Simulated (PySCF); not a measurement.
## Gas-phase thermal properties of MgF2

Method: PySCF energies plus ideal-gas RRHO corrections (1 bar). 'Table' is the NASA 1993 thermochemical table (part measured, part estimated). S°(298 K) at PBE0/def2-TZVP differs from the NASA 1993 table for MgF2 (-10 J/mol/K); whether the harmonic model or the table's entry is off was not settled. 6-31G* has spherical d functions here. All species are closed-shell singlets. B3LYP is the form with VWN-RPA correlation. The harmonic model lacks anharmonicity and excited electronic states, which grow with temperature; levels with a mode under 35 cm⁻¹ are left out. The table's entry may be an old estimate for MgF2 (not checked at source).

```tsv
level	point group	σ	ZPE (kJ/mol)	S°298 (J/mol/K)	Cp298 (J/mol/K)	S°1000 (J/mol/K)	H1000 − H298 (kJ/mol)
table	-	-	-	256.5	48.3	321.2	38.1
B3LYP/6-31G*	D∞h	2	10.7	248.3	51.5	317.3	40.7
HF/6-31G*	D∞h	2	11.3	246.9	50.9	315.5	40.5
PBE/def2-SVP	D∞h	2	10.5	247.6	51.9	317.1	40.9
PBE0/def2-TZVP	D∞h	2	10.6	247.1	51.8	316.4	40.8
```
σ: rotational symmetry number. Electronic degeneracy used: 1. Frequencies are unscaled.
